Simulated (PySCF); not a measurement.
PySCF input file for Cl2H3HfOSi, SMILES [SiH3][O][Hf+]([Cl])[Cl], charge +1, multiplicity 1, PBE-D3(BJ)/def2-SVP. Geometry optimised at PBE-D3(BJ)/def2-SVP. The spin state was assumed, not searched. The isomer is the one that the SMILES or the coordinates give; other isomers of the formula were not compared. The def2 effective core potentials stand for the cores of Hf; spin–orbit coupling is left out. One conformer was computed; it need not be the lowest.

```python
import numpy as np
from pyscf import gto, scf, dft, df
from pyscf.hessian import thermo

mol = gto.M(
    atom='''
    Hf   -0.38701144   -0.41211220   -0.00000000
    Cl   -1.12046961    0.73952415    1.84556384
    Cl   -1.12046960    0.73952416   -1.84556383
    O     1.46256476   -0.22126670    0.00000000
    Si    3.12750041    0.34924850    0.00000001
    H     3.26464199    1.15434305   -1.25018812
    H     3.26464199    1.15434304    1.25018814
    H     3.94598212   -0.89977404    0.00000001
    ''',
    basis='def2-SVP',
    ecp={'Hf': 'def2-svp'},
    charge=1,
    spin=0,
    max_memory=1600,
    verbose=3,
)
mf = dft.RKS(mol, xc='pbe').density_fit(auxbasis='def2-universal-jkfit')
mf.disp = 'd3bj'
mf.grids.level = 3
mf.conv_tol = 1e-11
mf.max_cycle = 100
mf.kernel()

# [left out here: the lines that compute and print the analytic Hessian (its translational invariance restored by hand, since the grid's response is missing), thermochemistry and intensities]
```

Log of the run:

```
converged SCF energy = -1333.88045984429

WARN: DFTD3 does not support analytical Hessian, using finite difference


WARN: Mole.unit (angstrom) is changed to Bohr

Mode                                 0                   1                   2
Irrep
Freq [cm^-1]                       26.3974             50.1576             58.7332
Reduced mass [au]                   1.0265              8.4787             10.7090
Force const [Dyne/A]                0.0004              0.0126              0.0218
Char temp [K]                      37.9799             72.1656             84.5039
Normal mode                   x     y     z       x     y     z       x     y     z
       0  Hf                -0.00 -0.00  0.00    0.00  0.00  0.02   -0.02 -0.03  0.00
       1  Cl                -0.00  0.01 -0.01   -0.08 -0.02 -0.00    0.07  0.05 -0.01
       2  Cl                 0.00 -0.01 -0.01    0.08  0.02 -0.00    0.07  0.05  0.01
       3   O                -0.00 -0.00  0.00    0.00  0.00  0.05   -0.01 -0.06  0.00
       4  Si                -0.00  0.00  0.00    0.00 -0.00 -0.11   -0.06  0.07 -0.00
       5   H                -0.17  0.46  0.28   -0.11 -0.04 -0.15   -0.13  0.08  0.00
       6   H                 0.17 -0.46  0.28    0.11  0.04 -0.15   -0.13  0.08 -0.00
       7   H                 0.00  0.00 -0.57   -0.00 -0.00 -0.14    0.05  0.14  0.00
Mode                                 3                   4                   5
Irrep
Freq [cm^-1]                      103.4225            185.7394            199.3863
Reduced mass [au]                  35.5691              7.3076              7.8220
Force const [Dyne/A]                0.2242              0.1485              0.1832
Char temp [K]                     148.8019            267.2376            286.8725
Normal mode                   x     y     z       x     y     z       x     y     z
       0  Hf                -0.02  0.02  0.00   -0.02 -0.02 -0.00    0.00  0.00 -0.01
       1  Cl                 0.05 -0.06  0.08    0.03  0.01 -0.00    0.04 -0.00 -0.01
       2  Cl                 0.05 -0.06 -0.08    0.03  0.01  0.00   -0.04  0.00 -0.01
       3   O                -0.01 -0.01  0.00   -0.04  0.20  0.00    0.00 -0.00  0.22
       4  Si                -0.02  0.01 -0.00    0.03 -0.01  0.00   -0.00  0.00 -0.00
       5   H                -0.03  0.01  0.00    0.15 -0.04 -0.00   -0.17 -0.06 -0.06
       6   H                -0.03  0.01 -0.00    0.15 -0.04  0.00    0.17  0.06 -0.06
       7   H                -0.01  0.02  0.00   -0.16 -0.13 -0.00    0.00  0.00 -0.07
Mode                                 6                   7                   8
Irrep
Freq [cm^-1]                      377.8554            410.2614            413.1783
Reduced mass [au]                  10.2607             27.2366             41.6208
Force const [Dyne/A]                0.8631              2.7010              4.1864
Char temp [K]                     543.6497            590.2748            594.4715
Normal mode                   x     y     z       x     y     z       x     y     z
       0  Hf                 0.02  0.01 -0.00   -0.02  0.02  0.00   -0.00  0.00 -0.04
       1  Cl                 0.01 -0.02 -0.03    0.03 -0.05 -0.08   -0.03  0.05  0.08
       2  Cl                 0.01 -0.02  0.03    0.03 -0.05  0.08    0.03 -0.05  0.08
       3   O                -0.05  0.04  0.00    0.02 -0.02 -0.00    0.00 -0.00  0.01
       4  Si                -0.14 -0.04 -0.00    0.04  0.01 -0.00    0.00  0.00  0.00
       5   H                -0.10 -0.05  0.00    0.04  0.02  0.00   -0.02 -0.01 -0.01
       6   H                -0.10 -0.05 -0.00    0.04  0.02 -0.00    0.02  0.01 -0.01
       7   H                -0.19 -0.08  0.00    0.08  0.04  0.00    0.00  0.00 -0.01
Mode                                 9                  10                  11
Irrep
Freq [cm^-1]                      669.0224            672.9142            865.9408
Reduced mass [au]                   1.1795              1.1944              1.6637
Force const [Dyne/A]                0.3111              0.3187              0.7350
Char temp [K]                     962.5742            968.1737           1245.8960
Normal mode                   x     y     z       x     y     z       x     y     z
       0  Hf                 0.00 -0.00 -0.00    0.00 -0.00  0.00   -0.01 -0.00 -0.00
       1  Cl                 0.00  0.00  0.00    0.00  0.00  0.00   -0.00  0.00  0.00
       2  Cl                -0.00 -0.00  0.00    0.00  0.00 -0.00   -0.00  0.00 -0.00
       3   O                -0.00  0.00  0.07   -0.01  0.07 -0.00    0.12  0.02  0.00
       4  Si                 0.00 -0.00 -0.05    0.01 -0.05  0.00   -0.07 -0.02  0.00
       5   H                 0.59  0.20  0.14   -0.39  0.02  0.00    0.43  0.06  0.10
       6   H                -0.59 -0.20  0.14   -0.39  0.02 -0.00    0.43  0.06 -0.10
       7   H                 0.00  0.00  0.13    0.63  0.36 -0.00    0.36  0.25 -0.00
Mode                                12                  13                  14
Irrep
Freq [cm^-1]                      895.1425            898.0156            977.7629
Reduced mass [au]                   1.0496              1.0496              2.6935
Force const [Dyne/A]                0.4955              0.4987              1.5171
Char temp [K]                    1287.9108           1292.0444           1406.7832
Normal mode                   x     y     z       x     y     z       x     y     z
       0  Hf                -0.00 -0.00 -0.00   -0.00 -0.00  0.00   -0.01 -0.00 -0.00
       1  Cl                -0.00  0.00  0.00   -0.00  0.00  0.00    0.00  0.00  0.00
       2  Cl                 0.00 -0.00  0.00   -0.00  0.00 -0.00    0.00  0.00 -0.00
       3   O                 0.00  0.00  0.00    0.01  0.00 -0.00    0.20  0.04 -0.00
       4  Si                 0.00 -0.00 -0.04    0.01 -0.04  0.00   -0.01 -0.00  0.00
       5   H                -0.27  0.30  0.14   -0.08  0.56  0.37   -0.31 -0.07 -0.08
       6   H                 0.27 -0.30  0.14   -0.08  0.56 -0.37   -0.31 -0.07  0.08
       7   H                -0.00 -0.00  0.77   -0.15 -0.13 -0.00   -0.28 -0.18  0.00
Mode                                15                  16                  17
Irrep
Freq [cm^-1]                     2211.3999           2243.2713           2243.8015
Reduced mass [au]                   1.0142              1.0553              1.0555
Force const [Dyne/A]                2.9223              3.1290              3.1309
Char temp [K]                    3181.7121           3227.5680           3228.3307
Normal mode                   x     y     z       x     y     z       x     y     z
       0  Hf                -0.00 -0.00  0.00    0.00 -0.00 -0.00   -0.00  0.00 -0.00
       1  Cl                 0.00 -0.00 -0.00   -0.00  0.00  0.00   -0.00  0.00  0.00
       2  Cl                 0.00 -0.00  0.00   -0.00  0.00 -0.00    0.00 -0.00  0.00
       3   O                 0.00  0.00  0.00    0.00  0.00  0.00    0.00 -0.00  0.00
       4  Si                 0.01  0.00 -0.00    0.01 -0.04 -0.00   -0.00  0.00 -0.04
       5   H                -0.05 -0.31  0.48    0.04  0.20 -0.34   -0.06 -0.38  0.57
       6   H                -0.05 -0.31 -0.48    0.04  0.20  0.34    0.06  0.38  0.57
       7   H                -0.31  0.48 -0.00   -0.44  0.67 -0.00    0.00 -0.00 -0.01
temperature 298.1500 [K]
pressure 101325.00 [Pa]
Rotational constants [GHz] 1.57525 0.94351 0.71776
Symmetry number 1
Zero-point energy (ZPE) 0.03076 [Eh]   80762.301 [J/mol]
                           tot       elec      trans        rot        vib
Entropy [J/mol/K]       419.900      0.000    179.735    125.893    114.272
Cv [J/mol/K]            107.517      0.000     12.472     12.472     82.573
Cp [J/mol/K]            115.831      0.000     20.786     12.472     82.573
Internal energy [J/mol]                      3718.434   3718.434  95987.210
Internal energy [Eh]   -1333.84107  -1333.88046
Enthalpy [J/mol]                             6197.391   3718.434  95987.210
Enthalpy [Eh]          -1333.84012
Gibbs free energy [J/mol]                  -47390.655 -33816.694  61917.064
Gibbs free energy [Eh] -1333.88781
mode   freq/cm-1   IR/(km/mol)
   1       26.40         0.026
   2       50.16         1.568
   3       58.73         3.822
   4      103.42         2.263
   5      185.74        10.237
   6      199.39         4.490
   7      377.86         8.927
   8      410.26        27.839
   9      413.18        57.573
  10      669.02        42.467
  11      672.91        48.685
  12      865.94       752.214
  13      895.14        45.109
  14      898.02        44.511
  15      977.76       106.523
  16     2211.40        17.682
  17     2243.27        41.155
  18     2243.80        38.949
max |gradient| / (hartree/bohr): 0.00011875178426536373
APT charges: [ 2.1739 -0.3859 -0.3859 -1.2546  1.4583 -0.2009 -0.2009 -0.204 ]
```

The run converged.
